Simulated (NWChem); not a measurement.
Molecule: BeNH2F; SMILES [F][Be][NH2]

```xyz
5

Be     0.0000     0.0000    -0.1005
F      0.0000     0.0000    -1.4865
N      0.0000     0.0000     1.4032
H      0.0000    -0.8244     1.9791
H      0.0000     0.8244     1.9791
```
Atoms are numbered in this order, from 1.

Program: NWChem. Coordinates come from a PBE0-D3(BJ)/def2-TZVP optimisation. Ions are spin-unrestricted doublets at the neutral geometry; other ion states weren't tried. Functional: LC-ωPBE (HJS hole) with def2-SVP; rows give the range parameter ω in 1/bohr.

### Question
At which range parameter does −ε(HOMO) equal the ΔSCF ionisation energy (optimal tuning)?

### Answer
about 0.45 per bohr, by linear interpolation in these runs:
| range parameter (1/bohr) | vertical ionisation energy, ΔSCF (eV) | −ε(HOMO) (eV) | ΔSCF minus −ε(HOMO) (eV) |
|---|---|---|---|
| 0.10 | 10.14 | 7.28 | 2.86 |
| 0.25 | 10.25 | 9.06 | 1.19 |
| 0.30 | 10.26 | 9.50 | 0.76 |
| 0.35 | 10.27 | 9.89 | 0.38 |
| 0.80 | 10.18 | 11.52 | -1.34 |
